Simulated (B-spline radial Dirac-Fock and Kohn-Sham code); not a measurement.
Two-hole binding energies of Ru⁴⁺

System: the Ru⁴⁺ ion, configuration [Kr] 4d2 5s2 (not the ground configuration).

These are calculated numbers from a radial finite-basis atomic code; the model is relaxed Dirac-Fock hole states (ΔSCF) with Breit and QED corrections and a finite nucleus. U is the two-hole binding energy less the two single-hole energies, the effective repulsion of the holes after relaxation. Each two-hole energy is an average over J within one jj subconfiguration.

| holes | E(a) (eV) | E(b) (eV) | E(ab) (eV) | U (eV) |
| --- | --- | --- | --- | --- |
| 1s⁻¹ 3p1/2⁻¹ | 22197.0 | 565.9 | 22823.5 | 60.7 |
| 1s⁻¹ 3d3/2⁻¹ | 22197.0 | 363.1 | 22613.4 | 53.3 |
| 1s⁻¹ 3d5/2⁻¹ | 22197.0 | 358.9 | 22608.7 | 52.7 |
| 2s⁻² | 3311.9 | 3311.9 | 6740.1 | 116.2 |
| 2p1/2⁻² | 3049.5 | 3049.5 | 6241.0 | 142.1 |
| 2p1/2⁻¹ 2p3/2⁻¹ | 3049.5 | 2920.5 | 6099.0 | 129.1 |
| 2s⁻¹ 3p1/2⁻¹ | 3311.9 | 565.9 | 3930.4 | 52.6 |
| 2p1/2⁻¹ 3s⁻¹ | 3049.5 | 668.3 | 3769.5 | 51.8 |
| 2p1/2⁻¹ 3d3/2⁻¹ | 3049.5 | 363.1 | 3465.4 | 52.8 |
| 2p1/2⁻¹ 3d5/2⁻¹ | 3049.5 | 358.9 | 3463.2 | 54.8 |
| 2p3/2⁻¹ 3d5/2⁻¹ | 2920.5 | 358.9 | 3332.6 | 53.2 |
| 3p1/2⁻² | 565.9 | 565.9 | 1176.3 | 44.5 |
| 3d3/2⁻¹ 3d5/2⁻¹ | 363.1 | 358.9 | ? | ? |
| 3d5/2⁻² | 358.9 | 358.9 | 761.9 | 44.1 |

Task: Give the missing two-hole energy and U.

Result: E(ab) = 766.7 eV and U = 44.6 eV.
